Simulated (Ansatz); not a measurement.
Reaction (SMILES): [SiH3]O[SiH2]O[SiH3] → [SiH2]O[SiH2]O[SiH3] + H atom (the H-Si bond at the site shown breaks; other sites are not compared here)
Geometries: B3LYP-D3(BJ)/def2-TZVP minima from Ansatz (a program for electronic structure), one conformer each, not searched for the lowest. Frequencies are from Ansatz.

Property: bond dissociation energy (0 K, with B3LYP-D3(BJ) harmonic zero-point energies), in kcal/mol. Cores are frozen in the correlated levels unless marked. Open shells are spin-unrestricted. No spin-orbit coupling. Non-relativistic. Basis-set limits of correlation are two-point, X^-3; Hartree-Fock from the larger set. The bracket is a focal-point correction in the basis named.

| level | program | bond dissociation energy (kcal/mol) |
|---|---|---|
| PBE0/STO-3G | Ansatz | 114.3 |
| PBE0/6-31G* | Ansatz | 86.9 |
| PBE0-D4/def2-TZVP | Ansatz + dftd4 | 86.6 |
| BHLYP-D3(BJ)/def2-TZVPD | Ansatz + dftd3 | 90.7 |
| LC-wPBE/def2-TZVPD | Ansatz | 87.3 |
| B2GP-PLYP-D4/def2-TZVPD | Ansatz + dftd4 | 89.7 |
| B2GP-PLYP/def2-TZVPD | Ansatz | 89.8 |
| CCSD/cc-pV(T+d)Z | Ansatz | 91.1 |
| RI-MP2/CBS(cc-pV(T+d)Z,cc-pV(Q+d)Z)+[CCSD(T)-MP2]/cc-pV(Q+d)Z | Ansatz | 92.7 |
| CCSD(T)/CBS(cc-pV(T+d)Z,cc-pV(Q+d)Z) | Ansatz | 92.5 |
